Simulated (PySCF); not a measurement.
A GIAO shielding run with PySCF 2.14 (density fitting, non-relativistic, gas phase) on SMILES C1[C@@H](NC)[C@]12C[C@@H]2S[SiH3], C6H13NSSi:

```
$ OMP_NUM_THREADS=1 python probes_run.py task.json out

{"job": {"kind": "nmr", "xc": "PBE0", "basis": "pcSseg-1"}, "charge": 0, "multiplicity": 1}
C     -3.422398     0.382808    -0.161057
N     -2.236241    -0.422381    -0.389992
C     -1.291965    -0.368829     0.678618
C     -0.323390     0.799659     0.859904
C      0.149571    -0.529885     0.401048
C      1.251225    -1.472819     0.712024
C      0.976224    -1.042023    -0.708479
S      2.067798     0.030614    -1.668935
Si     3.366354     0.975821    -0.252598
H     -3.920863     0.017361     0.737112
H     -4.095996     0.261748    -1.007507
H     -3.208687     1.452544    -0.026375
H     -1.787055    -0.147023    -1.258741
H     -1.689252    -0.816083     1.585428
H     -0.080091     1.126440     1.860960
H     -0.348537     1.598156     0.129962
H      2.129631    -1.087964     1.211028
H      1.009419    -2.492037     0.981033
H      0.542873    -1.769012    -1.383259
H      4.291446    -0.017384     0.286306
H      4.034537     1.963861    -1.078987
H      2.574984     1.575814     0.814295
```

Hardware: 1 thread of an Arm Neoverse N1, shared host. The job also computes population analyses, field gradients, ring-centre shieldings.

Q: How large is the calculation?

A: 86 electrons, 232 basis functions and 1242 auxiliary functions.

Q: How long does it take, and how much memory does it need?

A: 97 s of wall time, with 13 SCF cycles and 5 response iterations; peak memory 1.1 GiB. Times on a shared host scatter by some tens of per cent.
